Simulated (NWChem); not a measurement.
Species: RbF; SMILES [F][Rb]

All runs: NWChem. def2 effective core potentials on Rb; no spin-orbit coupling. Each level has its own optimisation; frequencies are unscaled.

Q: Taking PBE/def2-TZVPD as the yardstick, which of these has the fewest basis functions while keeping “r F–Rb (Å)” within 0.005 Å of it: PBE/def2-TZVPP; PBE/def2-SVPD; PBE/def2-TZVP; PBE/def2-SVP?

A: PBE/def2-SVPD (a larger set in the list lies outside the tolerance).
```
level           basis functions  r F–Rb (Å)
--------------  ---------------  ----------
PBE/def2-SVP                 38       2.318
PBE/def2-SVPD                50       2.371
PBE/def2-TZVP                64       2.355
PBE/def2-TZVPP               71       2.347
PBE/def2-TZVPD               73       2.369
```

The yardstick is one finite set, not the basis-set limit.
